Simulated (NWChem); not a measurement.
System: Si₂H₃F, singlet; SMILES F[Si][SiH3]

The following NWChem deck was run.

```
start job
memory heap 200 mb stack 900 mb global 1100 mb
geometry units angstroms noautoz
  Si     0.453349    -0.909856    -0.525070
  F     -0.553681    -1.462858     0.675167
  Si    -0.086159     1.449219    -0.123166
  H      0.252958     1.801672     1.307055
  H     -1.573877     1.656461    -0.292269
  H      0.631961     2.416573    -1.031187
end
basis spherical
  * library def2-qzvp
end
dft
  xc xtpss03 ctpss03
  iterations 150
  semidirect filesize 400000000
  mulliken
end
task dft energy
```

Parts of the log:

```
             Northwest Computational Chemistry Package (NWChem) 7.3.0
             --------------------------------------------------------

 CS  symmetry detected

                             Geometry "geometry" -> ""
                             -------------------------

 Output coordinates in angstroms (scale by  1.889725989 to convert to a.u.)

  No.       Tag          Charge          X              Y              Z
 ---- ---------------- ---------- -------------- -------------- --------------
    1 Si                  14.0000     0.71738428    -0.86315706     0.00000000
    2 F                    9.0000    -0.79944308    -1.54118672     0.00000000
    3 Si                  14.0000    -0.12811994     1.43965713     0.00000000
    4 H                    1.0000    -1.00061413     1.65059365     1.21616709
    5 H                    1.0000    -1.00061413     1.65059365    -1.21616709
    6 H                    1.0000     0.94651515     2.49849218     0.00000000

 Effective nuclear repulsion energy (a.u.)     130.1800487659

      Symmetry information
      --------------------

 Group name             Cs
 Group number              2
 Group order               2
 No. of unique centers     5

                                 NWChem DFT Module
                                 -----------------

 Summary of "ao basis" -> "ao basis" (spherical)
 ------------------------------------------------------------------------------
       Tag                 Description            Shells   Functions and Types
 ---------------- ------------------------------  ------  ---------------------
 Si                        def2-qzvp                22       70   9s6p4d2f1g
 F                         def2-qzvp                17       57   7s4p3d2f1g
 H                         def2-qzvp                10       30   4s3p2d1f

      Symmetry analysis of basis
      --------------------------

        a'        179
        a"        108

            General Information
            -------------------
          SCF calculation type: DFT
          Wavefunction type:  closed shell.
          No. of atoms     :     6
          No. of electrons :    40
           Alpha electrons :    20
            Beta electrons :    20
          Charge           :     0
          Spin multiplicity:     1
          Use of symmetry is: on ; symmetry adaption is: on
          Maximum number of iterations: 150
          AO basis - number of functions:   287
                     number of shells:    91
          Convergence on energy requested:  1.00D-06
          Convergence on density requested:  1.00D-05
          Convergence on gradient requested:  5.00D-04

              XC Information
              --------------
                  TPSS metaGGA Exchange Functional  1.000
             TPSS03 metaGGA Correlation Functional  1.000

             Grid Information
             ----------------
          Grid used for XC integration:  medium
          Radial quadrature: Mura-Knowles
          Angular quadrature: Lebedev.
          Tag              B.-S. Rad. Rad. Pts. Rad. Cut. Ang. Pts.
          ---              ---------- --------- --------- ---------
          Si                  1.10       88          11.0       590
          F                   0.50       49          12.0       434
          H                   0.35       45          12.0       434
          Grid pruning is: on
          Number of quadrature shells:   315
          Spatial weights used:  Erf1

      Superposition of Atomic Density Guess
      -------------------------------------

 Sum of atomic energies:        -678.60806461

      Non-variational initial energy
      ------------------------------

 Total energy =    -678.918790
 1-e energy   =   -1201.014220
 2-e energy   =     391.915381
 HOMO         =      -0.200051
 LUMO         =      -0.075269

      Symmetry analysis of molecular orbitals - initial
      -------------------------------------------------

  Numbering of irreducible representations:

     1 a'          2 a"

  Orbital symmetries:

     1 a'          2 a'          3 a'          4 a'          5 a'
     6 a'          7 a"          8 a'          9 a'         10 a'
    11 a"         12 a'         13 a'         14 a'         15 a'
    16 a"         17 a'         18 a"         19 a'         20 a'
    21 a"         22 a'         23 a'         24 a'         25 a"
    26 a'         27 a'         28 a"         29 a'         30 a'

------------------------------------------------------------
EAF file 0: "./job.aoints.0" size=2188902400 bytes
------------------------------------------------------------
               write      read    awrite     aread      wait
               -----      ----    ------     -----      ----
     calls:     4175         0         0         0         0
   data(b): 2.19e+09  0.00e+00  0.00e+00  0.00e+00
   time(s): 0.00e+00  0.00e+00  0.00e+00  0.00e+00  0.00e+00
rate(mb/s): 0.00e+00  0.00e+00
------------------------------------------------------------

     ---------------------------------------------
      Total Density - Mulliken Population Analysis
     ---------------------------------------------

    Atom       Charge   Shell Charges
 -----------   ------   -------------------------------------------------------
    1 Si  14    13.25   1.69  0.01  0.25  0.37  1.07  0.55  0.43  1.04  0.46  5.47 -0.00  0.54  0.46  0.58  0.18  0.00  0.03  0.06  0.03  0.01  0.02  0.01
    2 F    9     9.56   1.16  0.01  0.63  0.17  0.54  1.05  0.36  1.63  1.97  1.66  0.37  0.00  0.00  0.01  0.00  0.00  0.00
    3 Si  14    13.99   1.69  0.01  0.25  0.37  1.06  0.57  0.36  0.86  0.23  5.49 -0.01  0.55  0.92  1.24  0.27  0.00  0.03  0.06  0.03  0.01  0.01  0.00
    4 H    1     1.06   0.10  0.32  0.47  0.16  0.00  0.00  0.01  0.00  0.00  0.00
    5 H    1     1.06   0.10  0.32  0.47  0.16  0.00  0.00  0.01  0.00  0.00  0.00
    6 H    1     1.07   0.10  0.32  0.47  0.16  0.00  0.00  0.01  0.00  0.00  0.00

   convergence    iter        energy       DeltaE   RMS-Dens  Diis-err
 ---------------- ----- ----------------- --------- --------- ---------
 d= 0,ls=0.0,diis     1   -680.6853177921 -8.11D+02  3.70D-03  1.83D+00
 d= 0,ls=0.0,diis     2   -680.1923943025  4.93D-01  2.83D-03  6.23D+00
 d= 0,ls=0.0,diis     3   -680.7300492966 -5.38D-01  7.66D-04  4.83D-01
 d= 0,ls=0.0,diis     4   -680.7652377581 -3.52D-02  4.59D-04  1.36D-02
 d= 0,ls=0.0,diis     5   -680.7668504164 -1.61D-03  1.69D-04  3.12D-03
  Resetting Diis
 d= 0,ls=0.0,diis     6   -680.7673583671 -5.08D-04  3.53D-05  3.07D-04
 d= 0,ls=0.0,diis     7   -680.7673953965 -3.70D-05  1.81D-05  1.65D-05
 d= 0,ls=0.0,diis     8   -680.7673923105  3.09D-06  9.30D-06  5.28D-05
 d= 0,ls=0.0,diis     9   -680.7673972318 -4.92D-06  2.60D-06  2.25D-06
 d= 0,ls=0.0,diis    10   -680.7673974532 -2.21D-07  4.32D-07  5.22D-08

         Total DFT energy =     -680.767397453245
      One electron energy =    -1203.126071833890
           Coulomb energy =      445.595541456960
    Exchange-Corr. energy =      -53.416915842222
 Nuclear repulsion energy =      130.180048765907

 Numeric. integr. density =       40.000010799481

                  Occupations of the irreducible representations
                  ----------------------------------------------

                     irrep           alpha         beta
                     --------     --------     --------
                     a'               16.0         16.0
                     a"                4.0          4.0

                       DFT Final Molecular Orbital Analysis
                       ------------------------------------

 Vector   18  Occ=2.000000D+00  E=-3.202948D-01  Symmetry=a"
              MO Center= -7.0D-01,  1.5D+00, -6.3D-13, r^2= 2.3D+00
   Bfn.  Coefficient  Atom+Function         Bfn.  Coefficient  Atom+Function
  ----- ------------  ---------------      ----- ------------  ---------------
   148      0.233822  3 Si pz               200      0.223395  4 H  s
   230     -0.223395  5 H  s                151      0.185806  3 Si pz
   139     -0.161116  3 Si pz               199      0.159007  4 H  s
   229     -0.159007  5 H  s                201      0.083726  4 H  s
   231     -0.083726  5 H  s                198      0.077891  4 H  s

 Vector   19  Occ=2.000000D+00  E=-3.185048D-01  Symmetry=a'
              MO Center=  2.0D-01,  1.9D+00,  6.2D-13, r^2= 2.5D+00
   Bfn.  Coefficient  Atom+Function         Bfn.  Coefficient  Atom+Function
  ----- ------------  ---------------      ----- ------------  ---------------
   260      0.260316  6 H  s                146      0.203879  3 Si px
   259      0.188211  6 H  s                149      0.155964  3 Si px
   137     -0.139007  3 Si px               200     -0.117351  4 H  s
   230     -0.117351  5 H  s                147      0.111135  3 Si py
   261      0.103569  6 H  s                258      0.092152  6 H  s

 Vector   20  Occ=2.000000D+00  E=-2.070510D-01  Symmetry=a'
              MO Center=  5.9D-01, -3.3D-01,  5.8D-15, r^2= 3.7D+00
   Bfn.  Coefficient  Atom+Function         Bfn.  Coefficient  Atom+Function
  ----- ------------  ---------------      ----- ------------  ---------------
     8      0.272876  1 Si s                 23     -0.252887  1 Si py
     9      0.222759  1 Si s                150      0.205408  3 Si py
    22      0.192515  1 Si px               147      0.191286  3 Si py
    20     -0.185708  1 Si py                19      0.160129  1 Si px
   135     -0.139275  3 Si s                138     -0.122457  3 Si py

 Vector   21  Occ=0.000000D+00  E=-1.416766D-01  Symmetry=a"
              MO Center=  6.7D-01, -6.2D-01, -6.2D-15, r^2= 3.0D+00
   Bfn.  Coefficient  Atom+Function         Bfn.  Coefficient  Atom+Function
  ----- ------------  ---------------      ----- ------------  ---------------
    24      0.474146  1 Si pz                21      0.338467  1 Si pz
    27      0.247250  1 Si pz                12     -0.208950  1 Si pz
    80     -0.114019  2 F  pz               201     -0.106845  4 H  s
   231      0.106845  5 H  s                 83     -0.105374  2 F  pz
    89     -0.096015  2 F  pz                86     -0.092030  2 F  pz

 Vector   22  Occ=0.000000D+00  E=-5.052971D-02  Symmetry=a'
              MO Center=  6.4D-01, -4.7D-01,  2.7D-15, r^2= 4.7D+00
   Bfn.  Coefficient  Atom+Function         Bfn.  Coefficient  Atom+Function
  ----- ------------  ---------------      ----- ------------  ---------------
    26      0.524727  1 Si py               136     -0.493956  3 Si s
     9      0.329528  1 Si s                153      0.309119  3 Si py
    25      0.282291  1 Si px                23      0.264330  1 Si py
   261     -0.264928  6 H  s                150      0.196160  3 Si py
   201      0.165206  4 H  s                231      0.165206  5 H  s

 Vector   23  Occ=0.000000D+00  E=-5.300157D-03  Symmetry=a'
              MO Center=  4.1D-01,  7.1D-01, -6.6D-16, r^2= 8.9D+00
   Bfn.  Coefficient  Atom+Function         Bfn.  Coefficient  Atom+Function
  ----- ------------  ---------------      ----- ------------  ---------------
   136     -2.119029  3 Si s                  9      1.984911  1 Si s
   153      1.269501  3 Si py                26      1.015334  1 Si py
    23      0.805678  1 Si py                25     -0.684647  1 Si px
   150      0.555287  3 Si py               152     -0.544059  3 Si px
   135     -0.255981  3 Si s                149     -0.251603  3 Si px

------------------------------------------------------------
EAF file 0: "./job.aoints.0" size=3199205376 bytes
------------------------------------------------------------
               write      read    awrite     aread      wait
               -----      ----    ------     -----      ----
     calls:     6104        10         0     54909     54909
   data(b): 3.20e+09  5.24e+06  0.00e+00  2.88e+10
   time(s): 0.00e+00  0.00e+00  0.00e+00  0.00e+00  0.00e+00
rate(mb/s): 0.00e+00  0.00e+00
------------------------------------------------------------

     ---------------------------------------------
      Total Density - Mulliken Population Analysis
     ---------------------------------------------

    Atom       Charge   Shell Charges
 -----------   ------   -------------------------------------------------------
    1 Si  14    13.61   1.69  0.00  0.26  0.37  1.04  0.58  0.43  1.10  0.33  5.50 -0.08  0.61  0.66  0.71  0.14  0.00  0.05  0.10  0.06  0.02  0.02  0.01
    2 F    9     9.32   1.16  0.01  0.63  0.18  0.53  1.02  0.39  1.57  1.76  1.62  0.45  0.00  0.00  0.01  0.00  0.00  0.00
    3 Si  14    13.78   1.69  0.00  0.26  0.36  1.03  0.60  0.32  0.95  0.15  5.51 -0.08  0.61  1.00  1.03  0.17  0.00  0.04  0.07  0.03  0.01  0.01  0.00
    4 H    1     1.09   0.11  0.35  0.48  0.13  0.00  0.00  0.02  0.00  0.00  0.00
    5 H    1     1.09   0.11  0.35  0.48  0.13  0.00  0.00  0.02  0.00  0.00  0.00
    6 H    1     1.10   0.11  0.35  0.48  0.14  0.00  0.00  0.02  0.00  0.00  0.00

     -------------------------------------------
      Total Density - Lowdin Population Analysis
     -------------------------------------------

    Atom       Charge   Shell Charges
 -----------   ------   -------------------------------------------------------
    1 Si  14    14.08   1.03  0.67  0.30  0.47  0.82  0.64  0.43  0.57  0.43  4.17  1.24  0.60  0.65  0.81  0.31  0.00  0.06  0.22  0.29  0.24  0.05  0.08
    2 F    9     8.83   0.67  0.56  0.51  0.30  0.49  0.67  0.37  1.44  1.82  1.39  0.59  0.00  0.00  0.02  0.00  0.00  0.00
    3 Si  14    13.71   1.03  0.67  0.30  0.46  0.80  0.63  0.28  0.34  0.23  4.19  1.25  0.61  0.80  1.09  0.48  0.00  0.04  0.16  0.26  0.08  0.01  0.01
    4 H    1     1.12   0.12  0.32  0.37  0.19  0.00  0.01  0.09  0.00  0.02  0.00
    5 H    1     1.12   0.12  0.32  0.37  0.19  0.00  0.01  0.09  0.00  0.02  0.00
    6 H    1     1.13   0.12  0.32  0.38  0.19  0.00  0.01  0.09  0.00  0.02  0.00

     Multipole analysis of the density
     ---------------------------------

     L   x y z        total         alpha         beta         nuclear
     -   - - -        -----         -----         ----         -------
     0   0 0 0     -0.000000    -20.000000    -20.000000     40.000000

     1   1 0 0      0.362410      0.181205      0.181205      0.000000
     1   0 1 0      0.115368      0.057684      0.057684      0.000000
     1   0 0 1     -0.000000     -0.000000     -0.000000      0.000000

     2   2 0 0    -26.317056    -41.878992    -41.878992     57.440928
     2   1 1 0      0.011800      1.971470      1.971470     -3.931140
     2   1 0 1     -0.000000     -0.000000     -0.000000      0.000000
     2   0 2 0    -27.691202   -143.324946   -143.324946    258.958690
     2   0 1 1     -0.000000     -0.000000     -0.000000      0.000000
     2   0 0 2    -23.122964    -16.843309    -16.843309     10.563654
```

Level: TPSS/def2-QZVP. Low-valent species are run as closed-shell singlets; no triplet was tried in these runs. All runs use the structure optimised with PBE-D3(BJ)/def2-SVP.
